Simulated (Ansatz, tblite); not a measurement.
Removing and adding an electron: `C[Si](C)(C)C#Cc1cc2sc(-c3cc4sc(-c5cc6sc(-c7cc8sc(C#C[Si](C)(C)C)cc8s7)cc6s5)cc4s3)cc2s1`. Charge 0, multiplicity 1. Geometry: PBE-D4/def2-SVP. Ansatz, gas phase; energy differences of separate SCF runs; the oxidised species was run as a doublet alone; the reduced species was run as a doublet alone.

Cartesian coordinates in Å:
```
C 1.497 -16.188 3.435
Si -0.284 -15.564 3.341
C -1.164 -15.803 4.997
C -1.226 -16.450 1.961
C -0.245 -13.755 2.962
C -0.242 -12.540 2.717
C -0.224 -11.164 2.435
C -1.274 -10.244 2.535
C -0.864 -8.944 2.160
S -1.647 -7.391 2.059
C -0.154 -6.628 1.492
C -0.140 -5.219 1.196
C -1.196 -4.306 1.265
C -0.789 -3.005 0.890
S -1.576 -1.458 0.756
C -0.075 -0.689 0.218
C -0.043 0.717 -0.093
C 1.056 1.474 -0.513
C 0.707 2.826 -0.726
S 1.568 4.252 -1.234
C 0.100 5.236 -1.116
C 0.139 6.641 -1.434
C -0.883 7.582 -1.282
C -0.478 8.870 -1.706
S -1.234 10.435 -1.779
C 0.243 11.161 -2.447
C 0.272 12.533 -2.751
C 0.292 13.743 -3.017
Si 0.337 15.546 -3.423
C 1.290 16.450 -2.064
C -1.444 16.174 -3.515
C 1.206 15.756 -5.089
C 1.265 10.218 -2.599
C 0.852 8.933 -2.181
S 1.606 7.364 -2.109
C -0.999 4.480 -0.696
C -0.650 3.128 -0.476
S -1.509 1.702 0.034
C 0.982 -1.603 0.153
C 0.574 -2.902 0.531
S 1.363 -4.449 0.664
C 0.895 -7.545 1.394
C 0.492 -8.849 1.771
S 1.276 -10.397 1.871
H 2.063 -15.659 4.229
H 2.026 -16.028 2.474
H 1.517 -17.274 3.662
H -0.629 -15.273 5.811
H -1.215 -16.880 5.260
H -2.200 -15.410 4.956
H -1.273 -17.541 2.160
H -2.264 -16.069 1.881
H -0.729 -16.299 0.981
H -2.278 -10.533 2.868
H -2.211 -4.589 1.572
H 2.058 1.051 -0.654
H -1.870 7.335 -0.871
H 1.340 17.538 -2.280
H 2.328 16.067 -1.985
H 0.801 16.316 -1.078
H -1.461 17.257 -3.757
H -1.967 16.029 -2.548
H -2.016 15.637 -4.297
H 1.258 16.829 -5.369
H 2.241 15.361 -5.049
H 0.665 15.216 -5.891
H 2.252 10.481 -2.997
H -2.003 4.902 -0.569
H 1.996 -1.326 -0.159
H 1.903 -7.267 1.059
```

The xTB rows come from tblite. Single mean-field runs in def2-SVP are fitted with def2-universal-jkfit.

| level | −HOMO (eV) | vertical IE (eV) | −LUMO (eV) | vertical EA (eV) | HOMO–LUMO gap (eV) | IE − EA (eV) |
| --- | --- | --- | --- | --- | --- | --- |
| GFN1-xTB | 10.22 | 11.46 | 8.82 | 7.59 | 1.41 | 3.86 |
| PBE0-D4/def2-SVP | 5.27 | 6.12 | 2.62 | 1.85 | 2.65 | 4.27 |

Estimate the rows for GFN2-xTB, PBE-D4/def2-SVP.


| level | −HOMO (eV) | vertical IE (eV) | −LUMO (eV) | vertical EA (eV) | HOMO–LUMO gap (eV) | IE − EA (eV) |
| --- | --- | --- | --- | --- | --- | --- |
| GFN2-xTB | 9.70 | 10.88 | 8.31 | 7.12 | 1.39 | 3.76 |
| PBE-D4/def2-SVP | 4.51 | 5.75 | 3.03 | 1.90 | 1.48 | 3.85 |

 Raw xTB energy differences between charge states are shifted by several eV; the methods need an empirical correction for them. Sets without diffuse functions give affinities that are too small.
